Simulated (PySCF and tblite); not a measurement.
The numbers below are computed, except where a source is named.
System: C3H6BFO, numbered as in [CH2:1]=[CH:2][B:3]([F:4])[O:5][CH3:6].

Motion: rotation about the B3–C2 bond (torsion F4–B3–C2–C1 from 179° to 361°, rising). GFN2-xTB gives an electronic barrier of 2.5 kcal/mol and a reaction energy of -0.2 kcal/mol.

Task: What does CAM-B3LYP/pcSseg-1 + D3(BJ) give on PBE0-D3(BJ)/def2-SVP geometries?

Result: A barrier of 5.0 kcal/mol, 2.5 above the tight-binding barrier (from unrounded values), a reaction energy of -0.3 kcal/mol and, with GFN2-xTB thermal terms, ΔG‡(298 K) = 5.3 kcal/mol and k = 1.6×10⁹ s⁻¹ (2 equivalent paths).

Task: And the level of the geometries itself, PBE0-D3(BJ)/def2-SVP?

Result: 5.0 kcal/mol.

Programs: tblite and PySCF.
